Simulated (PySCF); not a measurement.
C2H7FSi3, SMILES F[SiH2]C#C[SiH2][SiH3]. The structure is a stationary point at PBE-D3(BJ)/def2-SVP. This is a generated structure with no PubChem entry under its InChIKey; it may be hypothetical.

Task: Give the equilibrium geometry at PBE-D3(BJ)/def2-SVP (PySCF confirms it by a frequency run) as bond lengths and angles. (The exact figures need the calculation; the answer reports its results.)

Result: 
Atoms: F1 Si2 C3 C4 Si5 Si6 H7 H8 H9 H10 H11 H12 H13. Bonds (Å): F1–Si2 1.638, Si2–C3 1.831, Si2–H7 1.497, Si2–H8 1.497, C3–C4 1.238, C4–Si5 1.842, Si5–Si6 2.355, Si5–H9 1.505, Si5–H10 1.505, Si6–H11 1.504, Si6–H12 1.504, Si6–H13 1.506. Angles (°): F1–Si2–C3 109.4, F1–Si2–H7 108.2, F1–Si2–H8 108.2, C3–Si2–H7 109.6, C3–Si2–H8 109.6, H7–Si2–H8 111.9, Si2–C3–C4 179.1, C3–C4–Si5 177.1, C4–Si5–Si6 107.8, C4–Si5–H9 109.1, C4–Si5–H10 109.1, Si6–Si5–H9 111.0, Si6–Si5–H10 111.0, H9–Si5–H10 108.8, Si5–Si6–H11 109.5, Si5–Si6–H12 109.5, Si5–Si6–H13 109.8, H11–Si6–H12 109.5, H11–Si6–H13 109.3, H12–Si6–H13 109.3.
